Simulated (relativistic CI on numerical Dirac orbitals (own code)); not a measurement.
# What each ingredient does to the levels of Ir LXXI

Base calculation: Dirac-Coulomb-Breit CI, KLI orbitals optimised for each configuration, a model potential for QED, unscaled Slater integrals.

Configuration list (outside the closed core 1s2): 2s2.2p3, 2s.2p4, 2p5, 2p4.3s, 2s2.2p2.3s, 2p4.3p, 2p4.3d, 2s2.2p2.3p, 2s2.2p2.3d, 2s.2p3.3s, 2s.2p3.3p, 2s.2p3.3d, 2s2.2p2.4s, 2s2.2p2.4p, 2s2.2p2.4d, 2s2.2p2.4f, 2s2.2p.3s2, 2s2.2p.3s.3p, 2s.2p3.4s, 2s.2p3.4p, 2s2.2p2.5s, 2s2.2p.3s.3d, 2s2.2p.3p2, 2s2.2p2.5p, 2s.2p3.4d, 2s.2p3.4f, 2s2.2p2.5d, 2s2.2p2.5f, 2s2.2p2.5g, 2s2.2p.3p.3d, 2s.2p2.3s2, 2s2.2p.3d2, 2s.2p2.3s.3p, 2s.2p2.3s.3d, 2s.2p2.3p2, 2s.2p2.3p.3d. Levels of other configurations are missing.

Variants: (1) valence Slater integrals scaled by 0.9; (2) only the first 3 configurations. Shifts of the energy above 2s2.2p3 2P°_3/2, in eV, for the lowest level and the first level of each name with at least 55 % of one term (blank where a level changes its place among those of its configuration and J or its character, or is not in the variant):

```csv
Level,Base,Δ(1),Δ(2)
2s2.2p3 2P°_3/2,0.0,0.0,0.0
2s2.2p3 4S°_3/2,1673.2,+3.9,-0.2
2s2.2p3 2D°_5/2,1696.5,+0.5,-0.2
2s2.2p3 2P°_1/2,1753.1,-3.5,-0.5
2s.2p4 4P_5/2,2043.6,+5.7,-0.5
2s.2p4 2S_1/2,2156.9,-4.3,-0.4
2s.2p4 4P_3/2,3746.7,+7.2,-0.8
2s.2p4 2D_5/2,3789.1,+1.8,-0.6
2s.2p4 2P_1/2,3860.0,-3.8,-0.3
2s.2p4 2D_3/2,3867.7,-5.4,-0.2
2p5 2P°_3/2,4277.0,-0.7,+0.2
2p5 2P°_1/2,5982.3,+0.2,+0.1
2s2.2p2.3s 4P_3/2,11228.5,+3.4,
2s2.2p2.3s 2P_1/2,11239.6,+2.2,
```

At this charge energies of transitions that change n are usually good to better than 1 %, and those within a shell (Δn = 0) to a few per cent.

Ionisation energy from the two ground configurations alone: base 18120.8 eV. The NIST ASD value (theoretical) is 18120 eV.

LS names give the leading component of a level, which can be under half, so a name can repeat, a term be missing and a line seem to break the LS rules.
